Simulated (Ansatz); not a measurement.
C₂H₉AlNP, singlet, geometry from GFN2-xTB (such geometries of metal compounds can be far from the true shape), with bond 9-5 at 2.4 times its length; CASSCF(6,5)/STO-3G run with Ansatz (an electronic-structure program).

The Ansatz input:
Ansatz 0.2 input:
```yaml
crystal:
  periodic: [false, false, false]
  atoms:
    - {symbol: Al, position_ang: [-0.76647673, -0.16139811, -0.42070201]}
    - {symbol: H, position_ang: [-1.73969703, -1.08081616, -1.19018432]}
    - {symbol: N, position_ang: [0.69614038, -1.01007832, 0.18411822]}
    - {symbol: C, position_ang: [1.78925378, -0.37177343, 0.89245800]}
    - {symbol: C, position_ang: [0.88856179, -2.43778880, 0.01670475]}
    - {symbol: H, position_ang: [1.91654157, -0.79565790, 1.89556277]}
    - {symbol: H, position_ang: [2.73650045, -0.48699665, 0.35161467]}
    - {symbol: H, position_ang: [1.56939845, 0.69500230, 0.99110978]}
    - {symbol: H, position_ang: [3.06365563, -2.95438616, -1.37089487]}
    - {symbol: H, position_ang: [0.97207319, -2.94567538, 0.98470326]}
    - {symbol: H, position_ang: [0.02562860, -2.83924392, -0.51870300]}
    - {symbol: P, position_ang: [-1.06407806, 2.10837430, -0.07696124]}
    - {symbol: H, position_ang: [-2.14194392, 2.14591050, -0.96619079]}
    - {symbol: H, position_ang: [-0.14785989, 2.36099748, -1.10670999]}
basis:
  gaussian:
    orbitals: STO-3G
hamiltonian:
  xc: hf
magnetization: {spin_polarized: false}
correlation: {active_space: {window: {electrons: 6, orbitals: 5}}}
```

### Question
What does Ansatz print? Leave out banner, timings and long lists.

### Answer

```
Functional definition: HF
524 factors; integrals over basis functions are off by at most 4.6e-5 eV
mean field evaluation 1: about -19299.5046 eV, gradient 2.2e1 eV
mean field evaluation 2: about -19299.6887 eV, gradient 2.2e1 eV
mean field evaluation 4: about -19304.4444 eV, gradient 3.2e0 eV
mean field evaluation 8: about -19304.5316 eV, gradient 5.3e-2 eV
mean field evaluation 16: about -19300.8322 eV, gradient 6.6e-4 eV
mean field -19304.52603042 eV, -709.4282465404 hartree, gradient 1.2e-6 eV, S^2 0.000000; 1 other end points of the search recorded, 0 dependent functions left out
reference -19304.52603042 eV, -709.4282465404 hartree; 28, 28 occupied and 14, 14 virtual orbitals, 524 factors
state -19309.73688256 eV, -709.6197418242 hartree
1 active orbitals were swapped for others, from the solution at -19309.42279404 eV, -709.6081992840 hartree to that at -19309.43630330 eV, -709.6086957404 hartree; typed "places" are swapped only where nearly empty or full, and so, without "given_window_search", are "orbital_numbers", "shells" and a window whose orbitals a file names under [Active]
the orbitals are reached from a further start. From the first start the search ends at -19309.43630330 eV, -709.6086957404 hartree
Total energy: -19309.73688256 eV, -709.6197418242 hartree
```
